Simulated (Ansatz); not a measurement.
System: CdBr2, charge 0, multiplicity 1. 
Structure (B3LYP-D3(BJ)/def2-TZVP (Ansatz, a program for electronic structure) minimum search):
```
Cd
Br 1 2.4249
Br 1 2.4249 2 180.00
```
Charge 0, spin multiplicity 1.

Basis-set convergence of Hartree-Fock and MP2 correlation energies (hartree) with Ansatz. Cores are frozen in the correlated levels unless marked. No spin-orbit coupling. Frozen are the shells of the preceding noble gas and the d and f shells that filled before the atom's block. In def2 rows, elements after Kr have scalar-relativistic effective core potentials.

| basis | functions | E(HF) | E(corr, MP2) |
|---|---|---|---|
| def2-SVPD | 116 | -5311.16595 | -0.52606 |
| def2-TZVPPD | 170 | ___ | ___ |

Question: What belongs in the gaps?

Answer: 
- def2-TZVPPD, E(HF): -5311.82850
- def2-TZVPPD, E(corr, MP2): -0.75199
